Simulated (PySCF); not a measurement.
Al(F)2(OMe) (CH3AlF2O), SMILES C[O][Al]([F])[F].

Geometry optimised at B3LYP-D3(BJ)/def2-SVP. One conformer was computed; it need not be the lowest.

Method: B3LYP-D3(BJ)/def2-SVP (PySCF).

Frequencies are harmonic and unscaled.

Estimate the vibrational spectrum. (An estimate is asked for; the answer gives what the named calculation found.)


| mode | ν (cm⁻¹) | IR (km/mol) | moving atoms (share of kinetic energy) |
|---|---|---|---|
| 1 | 65 | 0.0 | H 96 % |
| 2 | 82 | 4.3 | F 32 %, C 31 %, H 20 %, O 11 % |
| 3 | 99 | 1.5 | O 49 %, H 19 %, C 17 %, F 13 % |
| 4 | 241 | 36.2 | F 70 %, Al 12 %, O 9 % |
| 5 | 281 | 31.0 | O 42 %, F 36 %, Al 15 % |
| 6 | 292 | 121.0 | Al 66 %, F 21 %, O 12 % |
| 7 | 629 | 4.4 | F 50 %, O 22 %, C 18 % |
| 8 | 890 | 98.9 | Al 47 %, F 33 %, C 12 % |
| 9 | 968 | 134.3 | Al 52 %, F 47 % |
| 10 | 1181 | 31.7 | H 70 %, C 21 %, O 8 % |
| 11 | 1188 | 0.1 | H 77 %, C 19 % |
| 12 | 1260 | 351.3 | O 57 %, C 29 % |
| 13 | 1475 | 1.6 | H 97 % |
| 14 | 1478 | 2.6 | H 96 % |
| 15 | 1487 | 11.9 | H 88 %, C 9 % |
| 16 | 2992 | 77.7 | H 97 % |
| 17 | 3067 | 43.0 | H 90 %, C 10 % |
| 18 | 3076 | 36.5 | H 90 %, C 10 % |
